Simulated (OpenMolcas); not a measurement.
## GaH at 1.681 Å: OpenMolcas input and output

Input (each module block was a call of its own in one work directory; start orbitals came from a preliminary run):

```
&GATEWAY
Coord
2
angstrom
Ga 0.0 0.0 0.0
H 0.0 0.0 1.6810
Basis=ANO-RCC-VTZP
Group=XY
RX2C
AMFI
ANGMom
0.0 0.0 0.0
RICD
&SEWARD
&GUESSORB
* RASSCF and CASPT2 blocks for each multiplicity and irrep, as for the first:
&RASSCF
FileOrb=$CurrDir/o11.orb
Symmetry=1
Spin=1
nActEl=4 0 0
Inactive=8 6
RAS2=3 2
CIRoot=1 1 1
Linear
Iterations=120 100
OrbListing=Nothing
PRWF=0.15
>>COPY $Project.RasOrb $CurrDir/o11.orb
>>COPY $Project.rasscf.h5 $CurrDir/r11.h5
&CASPT2
XMultistate=all
Imaginary=0.2
IPEA=0.25
MaxIter=40
>>COPY $Project.JobMix JOB001
&RASSI
Nr of JobIphs=3 1 2 2
1
1 2
1 2
SpinOrbit
EJob
Omega
MEES
MESO
Properties=4
'AngMom' 3 'Mltpl  1' 1 'Mltpl  1' 2 'Mltpl  1' 3
Thrs=1.0d-4
>>COPY $Project.rassi.h5 $CurrDir/so.h5
```

```bash
pymolcas m.inp
```

C2 symmetry about the axis (a holds Σ, Δ, Γ; b holds Π, Φ, H; Σ⁺ and Σ⁻ are not told apart); roots by multiplicity and irrep: 1a 1, 3b 2, 3a 2.

RASSI part of the output, in excerpt:

```
SPIN-FREE ENERGIES:
  (Shifted by EMIN (a.u.) =      -1942.8310278719)
 SF State       Relative EMIN(au)   Rel lowest level(eV)    D:o, cm**(-1)      Abs_M
     1             0.0000000000        0.0000000000              0.0000         0.0
     2             0.0779980944        2.1224362737          17118.6030         1.0
     3             0.0779980949        2.1224362873          17118.6031         1.0
     4             0.2046354505        5.5684142833          44912.2901         0.0
     5             0.2091279772        5.6906621637          45898.2857         0.0
++ Dipole transition strengths (spin-free states):
     for osc. strength at least  1.00000000E-05
      From   To        Osc. strength     Einstein coefficients Ax, Ay, Az (sec-1)    Total A (sec-1)
         2    4       1.63343892E-03  8.40361486E+05  1.29999690E+03  0.00000000E+00  8.41661483E+05
         2    5       1.51451371E-02  1.29238617E+04  8.35441655E+06  0.00000000E+00  8.36734041E+06
         3    4       1.63343892E-03  1.29999689E+03  8.40361476E+05  0.00000000E+00  8.41661473E+05
         3    5       1.51451370E-02  8.35441645E+06  1.29238616E+04  0.00000000E+00  8.36734032E+06
 Electric-quadrupole - electric-quadrupole not included
 Electric-dipole - electric-octupole not included
 Electric-dipole - magnetic-quadrupole not included
   Eigenvalues of complex Hamiltonian:
  (Shifted by EMIN (a.u.) =      -1942.8310278719)
 SO State       Relative EMIN(au)   Rel lowest level(eV)    D:o, cm**(-1)      Omega
     1            -0.0000269187        0.0000000000              0.0000         0.0
     2             0.0767946674        2.0904218521          16860.3893         0.0
     3             0.0768165223        2.0910165544          16865.1859         0.0
     4             0.0779885953        2.1229102836          17122.4262         1.0
     5             0.0779885958        2.1229102971          17122.4263         1.0
     6             0.0791941854        2.1557160611          17387.0226         2.0
     7             0.0791941854        2.1557160611          17387.0226         2.0
     8             0.2046381882        5.5692212748          44918.7989         1.0
     9             0.2046381882        5.5692212748          44918.7989         1.0
    10             0.2046427871        5.5693464159          44919.8082         0.0
    11             0.2091347387        5.6915786472          45905.6777         1.0
    12             0.2091347387        5.6915786472          45905.6777         1.0
    13             0.2091403776        5.6917320889          45906.9152         0.0
 Weights of the five most important spin-orbit-free states for each spin-orbit state.
 SO State  Total energy (au)           Spin-free states, spin, and weights
    1        -0.000027       1 0.0  0.9997    2 1.0  0.0002    3 1.0  0.0002    5 1.0  0.0000    4 1.0  0.0000
    2         0.076795       2 1.0  0.5000    3 1.0  0.5000    4 1.0  0.0001    1 0.0  0.0000    5 1.0  0.0000
    3         0.076817       2 1.0  0.4998    3 1.0  0.4998    1 0.0  0.0003    5 1.0  0.0001    4 1.0  0.0000
    4         0.077989       2 1.0  0.9999    5 1.0  0.0000    4 1.0  0.0000    3 1.0  0.0000    1 0.0  0.0000
    5         0.077989       3 1.0  0.9999    5 1.0  0.0000    4 1.0  0.0000    2 1.0  0.0000    1 0.0  0.0000
    6         0.079194       3 1.0  0.5000    2 1.0  0.5000    1 0.0  0.0000    5 1.0  0.0000    4 1.0  0.0000
    7         0.079194       3 1.0  0.5000    2 1.0  0.5000    1 0.0  0.0000    5 1.0  0.0000    4 1.0  0.0000
    8         0.204638       4 1.0  0.9998    5 1.0  0.0002    2 1.0  0.0000    3 1.0  0.0000    1 0.0  0.0000
    9         0.204638       4 1.0  0.9998    5 1.0  0.0002    2 1.0  0.0000    3 1.0  0.0000    1 0.0  0.0000
   10         0.204643       4 1.0  0.9999    2 1.0  0.0000    3 1.0  0.0000    1 0.0  0.0000    5 1.0  0.0000
   11         0.209135       5 1.0  0.9997    4 1.0  0.0002    3 1.0  0.0000    2 1.0  0.0000    1 0.0  0.0000
   12         0.209135       5 1.0  0.9997    4 1.0  0.0002    3 1.0  0.0000    2 1.0  0.0000    1 0.0  0.0000
   13         0.209140       5 1.0  0.9999    3 1.0  0.0000    2 1.0  0.0000    1 0.0  0.0000    4 1.0  0.0000
++ Dipole transition strengths (SO states):
        for osc. strength at least   1.00000000E-05
      From   To        Osc. strength     Einstein coefficients Ax, Ay, Az (sec-1)    Total A (sec-1)
         2    8       7.53640768E-04  1.97880416E+05  1.97880326E+05  0.00000000E+00  3.95760742E+05
         2    9       7.53640742E-04  1.97880409E+05  1.97880319E+05  0.00000000E+00  3.95760728E+05
         2   11       7.71523409E-03  2.17076411E+06  2.17076501E+06  0.00000000E+00  4.34152913E+06
         2   12       7.71523382E-03  2.17076404E+06  2.17076493E+06  0.00000000E+00  4.34152898E+06
         3    8       7.53476101E-04  1.97769545E+05  1.97769455E+05  0.00000000E+00  3.95539000E+05
         3    9       7.53476127E-04  1.97769552E+05  1.97769462E+05  0.00000000E+00  3.95539014E+05
         3   11       7.71211226E-03  2.16916914E+06  2.16917003E+06  0.00000000E+00  4.33833917E+06
         3   12       7.71211253E-03  2.16916921E+06  2.16917011E+06  0.00000000E+00  4.33833932E+06
         4   10       1.63388517E-03  8.40814587E+05  1.30069783E+03  0.00000000E+00  8.42115285E+05
         4   13       1.51468590E-02  1.29296487E+04  8.35815741E+06  0.00000000E+00  8.37108706E+06
         5   10       1.63388517E-03  1.30069781E+03  8.40814577E+05  0.00000000E+00  8.42115275E+05
         5   13       1.51468589E-02  8.35815731E+06  1.29296485E+04  0.00000000E+00  8.37108696E+06
         6    8       1.76262742E-03  4.45595846E+05  4.45596016E+05  0.00000000E+00  8.91191862E+05
         6   11       1.48576574E-02  4.03014565E+06  4.03014395E+06  0.00000000E+00  8.06028960E+06
         7    9       1.76262742E-03  4.45595846E+05  4.45596016E+05  0.00000000E+00  8.91191862E+05
         7   12       1.48576574E-02  4.03014565E+06  4.03014395E+06  0.00000000E+00  8.06028960E+06
 Electric-quadrupole - electric-quadrupole not included
 Electric-dipole - electric-octupole not included
 Electric-dipole - magnetic-quadrupole not included
```

Only roots inside an energy window near the equilibrium distance were included, so the list of states is not complete; labels number the states computed. Each spin and symmetry block has orbitals of its own, averaged over its own roots, so gaps between blocks are less sure than gaps within one and near the minimum can be off by tenths of an eV, in bad cases by more. No Rydberg orbitals are active, so Rydberg states, and σ→σ* states whose orbital the CASSCF left unused, can be missing between those listed. No roots were computed in block 1b (none fell in the window or the block failed), so states of that kind are missing and can lie low or lowest.
